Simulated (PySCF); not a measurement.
An unknown is described by computed data only.

Formula: C4H9FOSi2.

| Item | Value |
| --- | --- |
| UV, first state | lowest singlet excitation: 3.24 eV (383 nm, f = 0.000) [TDDFT CAM-B3LYP/def2-SVPD] |
| NMR, other nuclei | isotropic shieldings of nuclei other than C and H, by class: -609 (1 O), 267 (1 F), 406 (1 Si), 435 (1 Si) ppm [GIAO PBE0/pcSseg-1] |
| Triplet | lowest triplet excitation (Tamm–Dancoff): 2.56 eV [TDA CAM-B3LYP/def2-SVPD] |
| Rotational structure | rotational constants A, B, C: 2.592, 0.586, 0.523 GHz [GFN2-xTB] |
| Dipole | 1.49 D [CAM-B3LYP/def2-SVPD] |
| 13C NMR | chemical shifts (computed TMS as zero) by class: 245.6 (1 C), 167.4 (1 C), 128.1 (1 C), 10.8 (1 C) ppm [GIAO PBE0/pcSseg-1] |
| UV, strongest line | among the 8 lowest singlet transitions: S3 at 6.13 eV (202 nm, f = 0.374) [TDDFT CAM-B3LYP/def2-SVPD] |
| 1H NMR | chemical shifts (computed TMS as zero) by class: 12.39 (1 H), 6.27 (1 H), 4.31 (2 H), 4.25 (3 H), 1.80 (2 H) ppm [GIAO PBE0/pcSseg-1] |

The electronic properties come from PySCF, for the isolated species, density fitting. Levels stand in brackets. Geometry: GFN2-xTB, one conformer, isolated molecule. NMR classes are plain means over equivalent atoms (diastereotopic ones count apart unless rotation or inversion swaps them), as if these changed places fast.

Task: What is the compound? Reason from the data.

Result: Numbering: `[O:1]=[CH:2][SiH2:3][CH2:4]/[CH:5]=[C:6](/[F:7])[SiH3:8]`. Its formula, C4H9FOSi2, gives 2 degrees of unsaturation: 0 rings and 2 π bonds in the structure found. 4 carbons fall into 4 classes; from least to most shielded: carbonyl carbon [C2] (245.6 ppm), vinylic C–F carbon [C6] (167.4 ppm), alkene CH carbon [C5] (128.1 ppm), sp3 carbon bound to silicon [C4] (10.8 ppm). Hydrogen classes from least to most shielded: 1 H on a carbonyl carbon, C2 (12.39 ppm), 1 H on an alkene CH carbon, C5 (6.27 ppm), 2 H on an SiH2 silicon, Si3 (4.31 ppm), 3 H on an SiH3 silicon, Si8 (4.25 ppm), 2 H on an sp3 carbon bound to silicon, C4 (1.80 ppm). The other shieldings belong to: -609 ppm, carbonyl oxygen [O1]; 267 ppm, vinyl fluorine [F7]; 406 ppm, SiH2 silicon [Si3]; 435 ppm, SiH3 silicon [Si8]. The optimised geometry has point group C1 and is an asymmetric top. Structure: `O=C[SiH2]C/C=C(/F)[SiH3]`. Computed isomers that give other values at the same levels: `C[Si@@H]1CC(=O)[C@H](F)[SiH2]1` (13C chemical shifts (computed TMS as zero) by class: 215.8 (1 C), 95.2 (1 C), 27.3 (1 C), -3.0 (1 C) ppm); `F[Si@H]1C=C([SiH3])OCC1` (13C chemical shifts (computed TMS as zero) by class: 185.7 (1 C), 110.7 (1 C), 67.5 (1 C), 16.2 (1 C) ppm); `O=C[SiH2]C/C([SiH3])=C\F` (13C chemical shifts (computed TMS as zero) by class: 249.3 (1 C), 159.6 (1 C), 113.1 (1 C), 11.9 (1 C) ppm). The assignments are read from this structure; whether some other isomer fits the data as well wasn't checked.

Shape of the structure used: `[O:1]=[CH:2][SiH2:3][CH2:4]/[CH:5]=[C:6](/[F:7])[SiH3:8]`: O1–C2–Si3–C4 -2°, C2–Si3–C4–C5 179°, Si3–C4–C5–C6 -105°.
